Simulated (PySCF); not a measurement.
C₆ coefficients of unlike pairs at PBE

Calculated with PySCF 2.14 from the dipole response of each species, C₆(A,B) = (3/π) ∫ α_A(iu) α_B(iu) du, in atomic units, from isotropic polarisabilities. For ions this is the dispersion term alone; charge-induced terms of lower order in 1/R come first.

| species | configuration | basis | relativity | α (bohr³) | C₆ (like pair) |
| --- | --- | --- | --- | --- | --- |
| F | [He] 2s2 2p5 (2P) | aug-cc-pVTZ with one added diffuse shell each of s, p, d, f type (6s5p4d3f) | none | 4.234 | 11.42 |
| Si | [Ne] 3s2 3p2 (3P) | aug-cc-pV(T+d)Z with one added diffuse shell each of s, p, d, f type (7s6p5d3f) | none | 41.87 | 344.5 |
| In³⁺ | [Kr] 4d10 (1S) | aug-cc-pwCVDZ-PP with ECP28MDF (6s5p4d1f) | core potential | 2.789 | 10.94 |
| Ar | [Ar] (1S) | aug-cc-pV(5+d)Z (8s7p6d4f3g2h) | none | 11.91 | 69.90 |

Question: Estimate C₆ for Ar with In³⁺.

Answer: The integral gives 24.26. The combination rule 2 C_A C_B / (C_A α_B/α_A + C_B α_A/α_B) gives 24.25 and the geometric mean 27.66.

No spin-orbit coupling is included.

The other pairs:

| pair | C₆ |
| --- | --- |
| In³⁺, Si | 41.59 |
| Ar, F | 27.92 |
| In³⁺, F | 10.50 |
| Si, F | 53.83 |
| Ar, Si | 141.9 |
